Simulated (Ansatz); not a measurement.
Ansatz results at the PBE0-D4/def2-TZVP geometry: LUMO energy (ωB97M-V/def2-TZVPP) 1.90 eV; HOMO energy (PBE/def2-TZVPP) -6.38 eV; size of the dipole moment (ωB97M-V/def2-TZVPP) 2.05 D.

Each molecule was computed in one conformer, which needn't be the lowest.

Which molecule gave them?
A. `OC[SiH](F)F`
B. `C[SiH2]B(C)C`
C. `FCO[SiH2]F`
D. `NC(N)=CO`

A. The others give `C[SiH2]B(C)C`: 0.79, -6.11, 1.12; `FCO[SiH2]F`: 2.14, -7.60, 1.04; `NC(N)=CO`: 2.35, -4.06, 0.94.
